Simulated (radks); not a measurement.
Question: Pd XXIII, configuration [Ar] 3d6. All-electron calculation, Dirac Kohn-Sham, BLYP, spin-unpolarised, spherical densities, point nucleus; open shells are shared between the two j in proportion to 2j + 1. Program: a radial shooting solver on a logarithmic mesh with Libxc functionals. Some entries of the table are withheld. Estimate them.

orbital,occ.,eigenvalue (eV),<1/r> (bohr^-1)
1s1/2,2,-24958.79,(1)
2s1/2,2,-4314.987,11.13
2p1/2,2,-4064.111,11.10
2p3/2,4,-3903.640,10.46
3s1/2,2,-1336.082,(2)
3p1/2,2,-1239.291,4.003
3p3/2,4,-1207.488,3.849
3d3/2,2.4,-1043.754,3.714
3d5/2,3.6,-1036.981,3.674

Answer: 
(1) 1s1/2 <1/r> (bohr^-1): 48.25
(2) 3s1/2 <1/r> (bohr^-1): 4.081
